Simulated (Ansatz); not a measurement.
B₈N⁺, relaxed as a singlet with RKS PBE0-D4/def2-SVP in Ansatz, starting from the GFN1-xTB geometry. Force threshold 0.02 eV/Å.

The restricted singlet is unstable towards broken spin symmetry in Hartree–Fock (as tested in another run); at PBE0-D4/def2-SVP this wasn't settled. Another isomer (singlet) lies 2.76 eV lower at PBE0-D4/def2-TZVP; other spin states weren't run for this one.

Start:

```xyz
9

N     1.327   -1.472   -0.018
B    -1.143   -1.588    1.132
B    -1.789    1.010    0.408
B     1.898   -0.475   -0.661
B    -1.996   -0.352    1.028
B     0.283   -1.937    0.634
B     1.692    0.983   -1.143
B     0.547    1.951   -1.012
B    -0.819    1.880   -0.369
```

Task: Estimate the energy that the relaxation releases and the steps that it takes.

Result: 1.35 eV, in 22 steps; 32 s on 4 threads of Intel Xeon Platinum 8488C on a shared host. No frequencies were taken in this run, so the end may be a saddle point.

Task: Does the start keep its bonding and symmetry?

Result: Bonds formed: B2–B3, B2–B9 (atoms count from 1). Point group Cs at the start, Cs at the end, both within 0.05 Å.

Task: Predict the relaxed structure.

Result: 
```xyz
9

N     1.607   -1.637   -0.078
B    -1.001   -0.535    0.656
B    -2.234    0.948    0.630
B     2.149   -0.617   -0.719
B    -2.433   -0.429    1.256
B     0.404   -1.303    0.329
B     1.869    0.884   -1.184
B     0.506    1.507   -0.817
B    -0.867    1.181   -0.074
```
Bond lengths: 9 × B–B 1.53 to 1.93 Å; 2 × B–N 1.31 to 1.32 Å.
